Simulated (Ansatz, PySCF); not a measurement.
CH3BrF2OSi (SMILES CO[Si](F)(F)Br), singlet, geometry from GFN2-xTB, with bond 4-3 at 1.4 times its length. Base run: CASSCF(4,4)/STO-3G run with PySCF.

Input for PySCF:
```python
from pyscf import gto, scf, mcscf
import numpy

mol = gto.M(
    atom='''
C    -2.572326    0.150382   -0.731623
O    -1.350934    0.835165   -0.816221
Si    0.158126    0.401964   -0.596662
F     1.001109   -0.792949   -2.269668
F     0.970660    1.753831   -0.592958
Br    0.489464   -0.710876    1.224868
H    -3.364507    0.897977   -0.736164
H    -2.626440   -0.434588    0.188998
H    -2.690856   -0.514411   -1.588804
''',
    basis='sto-3g',
    charge=0,
    spin=0,
    verbose=3,
)

mf = scf.RHF(mol)
mf.kernel()
mc = mcscf.CASSCF(mf, 4, 4)
mc.fix_spin_(ss=0.0)
mc.kernel()
occ = numpy.linalg.eigvalsh(mc.fcisolver.make_rdm1(mc.ci, mc.ncas, mc.nelecas))[::-1]
ss = mc.fcisolver.spin_square(mc.ci, mc.ncas, mc.nelecas)[0]
print('natural occupations', occ.round(4), ' <S^2>', round(ss, 4))
```

Programs used: Ansatz (an electronic-structure program), PySCF; a row that names a program was run with it.

Variants of this job, named by their change:

```csv
change,ΔE vs base (mEh),natural occupations,<S^2> of the state,outcome
base,0.000,1.99 1.78 0.22 0.01,0.00,converged
code = ansatz,-3.038,-,-,converged
correction = SC-NEVPT2,-129.1,1.99 1.78 0.22 0.01,0.00,converged
"active space = 6 electrons, 7 orbitals",-29.444,1.98 1.98 1.78 0.22 0.02 0.02 0.00,0.00,converged
solver = newton,-,-,-,not converged
start = MP2 natural orbitals,-3.054,1.99 1.78 0.22 0.01,0.00,converged
conv_tol = 1e-5,0.947,1.99 1.78 0.22 0.01,0.00,converged
orbitals = fixed (CASCI),36.602,2.00 1.87 0.13 0.00,0.00,converged
"active space = 8 electrons, 9 orbitals",-45.929,1.98 1.98 1.97 1.78 0.22 0.02 0.02 0.02 0.00,0.00,converged
"active space = 6 electrons, 4 orbitals",6.675,2.00 2.00 1.78 0.22,0.00,converged
"code = ansatz; correction = SC-NEVPT2, all electrons",-129.9,-,-,converged
```

Active orbitals are taken around the Fermi level unless the row says otherwise; CASSCF can end in different local minima, and two programs can end on different orbitals. State-averaged rows give the lowest state.
